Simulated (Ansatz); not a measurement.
InH2O (SMILES [OH][InH]): the energy, rung by rung

InH2O has 4 atoms, charge 0, and is taken as a doublet. SMILES: `[OH][InH]`. The shape is that of a PBE0-D4/def2-TZVP optimisation.

```tsv
atom	x (Å)	y (Å)	z (Å)
O	-0.2984	-1.0206	0.2950
In	0.5639	0.7466	-0.0885
H	0.2368	-1.6294	0.8091
H	-0.4467	1.8430	-1.0360
```

Each level gives the energy change with the O1–In2 bond stretched from 2.003 to 4.007 Å (eV). The values are calculated.

| level | kind | program | value (eV) | less FCI/STO-3G |
| --- | --- | --- | --- | --- |
| UHF/STO-3G | Hartree–Fock | Ansatz | 2.28 | -0.61 |
| U-r2SCAN0/STO-3G | hybrid meta-GGA | Ansatz | 3.76 | +0.87 |
| UBHLYP/STO-3G | global hybrid | Ansatz | 3.33 | +0.44 |
| UB2PLYP/STO-3G | double hybrid | Ansatz | 3.48 | +0.59 |
| RPA@PBE/STO-3G | RPA | Ansatz | 2.74 | -0.15 |
| UMP2/STO-3G | perturbation theory | Ansatz | 2.93 | +0.04 |
| UCCSD(T)/STO-3G | coupled cluster or CI | Ansatz | 2.87 | -0.02 |
| FCI/STO-3G | exact in the basis | Ansatz | 2.89 | 0.00 |

FCI/STO-3G is exact within its basis and frozen core, so for wave-function methods in that basis the difference is their error; functionals converge differently with the basis, so for them it is only a difference. All-electron rows without a relativistic Hamiltonian named are non-relativistic. The first shape isn't each level's own minimum. The values span 2.28 to 3.76 eV. All rows use very small basis sets, so none should be taken for the real molecule's value. In the correlated wave-function rows the outer d shell of In is correlated, in sets not made for it.
